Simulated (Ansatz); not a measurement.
Reaction (dimerisation): 2 `FBF` → `F[B@H-]1[F+][B@H-](F)[F+]1`

Isolated molecules relaxed with PBE0-D4/def2-TZVP in Ansatz; ΔE leaves out vibrations. CCSD(T)/CBS is the MP2 limit (def2-TZVPP, def2-QZVPP) plus CCSD(T) − MP2 in def2-TZVPP, frozen cores. This one scheme is used for every species. DFT in def2-TZVPP. B3LYP here is the variant with VWN-RPA as its local correlation; programs differ in this. HSE06 is defined as in plane-wave codes.

| level | ΔE (kJ/mol) | difference from CCSD(T)/CBS |
| --- | --- | --- |
| B97M-V | 44.2 | 1.6 |
| B3LYP-D4 | 54.3 | 11.7 |
| r2SCAN0-D4 | 32.1 | -10.5 |
| ωB97X-V | 38.0 | -4.6 |
| ωB97M-V | 35.7 | -6.9 |
| BLYP | 73.8 | 31.2 |
| r2SCANh | 33.5 | -9.1 |
| r2SCAN0 | 33.9 | -8.7 |
| HSE06 | 43.2 | 0.6 |
| CAM-B3LYP | 48.6 | 6.0 |
| LC-ωPBE | 41.2 | -1.4 |
| HF/def2-SVP | 76.4 | 33.8 |
| MP2/def2-TZVPP | 39.7 | -2.9 |
| SCS-MP2/def2-TZVPP | 47.6 | 5.0 |
| CCSD(T)/def2-TZVPP | 38.8 | -3.8 |
| HF/CBS(def2) | 91.3 | 48.7 |
| CCSD(T)/CBS | 42.6 | 0 |

Problem. What do rigid-rotor, harmonic-oscillator terms from PBE0-D4/def2-TZVP frequencies (298.15 K, 1 bar) make of the CCSD(T)/CBS value? (Estimate.)

Solution. Ansatz gave: ΔZPE = +7.8 kJ/mol, ΔH = +47.2 kJ/mol, ΔS = -171 J/(mol·K), ΔG = +98.1 kJ/mol.

Largest T1 diagnostic among the species: 0.013.

The D4 term adds −9.6 kJ/mol with B3LYP and −5.1 kJ/mol with PBE0; it sums over pairs of atoms, weighted by their polarisabilities, and B3LYP, whose exchange is more repulsive, gets the larger term. In def2-TZVPP, CCSD(T) changes the Hartree–Fock value by −50.6 kJ/mol (the triples alone add −6.1 kJ/mol) and MP2 by −49.7 kJ/mol. Leaving LDA and LC-ωPBE aside and taking each functional with its dispersion term where it has one, the values, not all of them listed here, spread over 28.5 kJ/mol, from r2SCAN-D4 to BLYP-D4. LDA lies −52.8 kJ/mol from PBE without D4.
